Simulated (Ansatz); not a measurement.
A nudged elastic band was laid between two geometries of CH₅BOSi (9 atoms, charge 0, multiplicity 1).

The calculation used Ansatz 0.2.0, RKS PBE/def2-SVP.

```
movable images  : 9
climbing image  : yes
spring          : 5.0 eV/Å²
optimiser       : quadratic models (default)
start path      : IDPP
force threshold : 0.05 eV/Å
iteration limit : 30
end points      : relaxed
```

Initial state:

```xyz
9
Properties=species:S:1:pos:R:3
B -0.942 0.849 -1.058
Si 0.586 -0.303 -0.480
C 0.330 -0.475 1.480
O 0.910 0.212 2.292
H -2.057 0.375 -1.172
H -0.805 2.048 -1.209
H 1.968 0.246 -0.691
H 0.503 -1.720 -0.991
H -0.404 -1.278 1.811
```

Final state:

```xyz
9
Properties=species:S:1:pos:R:3
B -1.004 0.752 -1.067
Si 0.546 -0.372 -0.489
C 0.405 -0.355 1.489
O -0.182 -1.205 2.122
H -2.083 0.241 -1.301
H -0.919 1.966 -1.089
H 1.897 0.227 -0.786
H 0.513 -1.815 -0.908
H 0.916 0.516 2.012
```

(1) What changes between the two ends?

(2) What energy profile does the band end with?

(3) What is the geometry of the highest image?

(4) What are the harmonic wavenumbers there?

Answers

(1) No bond is made or broken. The dihedral H7–Si2–C3–H9 goes from -153 to 33°.

(2) It converged. The highest image is number 5 of 0 to 10, 0.093 eV above the ends, which have the same energy within 2 meV. A vibrational analysis at the climbing image gives one clearly imaginary mode, 114i cm⁻¹: a first-order saddle point.

```tsv
image	path coordinate (Å)	energy (eV)	dihedral H7–Si2–C3–H9 (°)
0	0.00	0.000	-153
1	0.42	0.009	-168
2	0.85	0.034	176
3	1.27	0.062	159
4	1.70	0.084	141
5	2.12	0.093	122
6	2.55	0.083	103
7	2.97	0.061	84
8	3.40	0.032	66
9	3.82	0.008	49
10	4.25	0.001	33
```

(3) 
```xyz
9
Properties=species:S:1:pos:R:3
B -1.087 0.548 -1.249
Si 0.570 -0.192 -0.396
C 0.390 -0.302 1.590
O 1.311 -0.763 2.228
H -2.020 -0.178 -1.536
H -1.231 1.745 -1.418
H 1.808 0.648 -0.572
H 0.896 -1.611 -0.779
H -0.548 0.060 2.115
```

(4) 114i, 89, 139, 306, 386, 524, 551, 635, 718, 734, 854, 856, 905, 1114, 1327, 1748, 2152, 2160, 2514, 2610, 2756 cm⁻¹.

The run took 4.3 min on 1 thread of Intel(R) Xeon(R) Platinum 8259CL CPU @ 2.50GHz (Skylake/Cascade Lake) (shared host), peak memory 0.14 GiB.
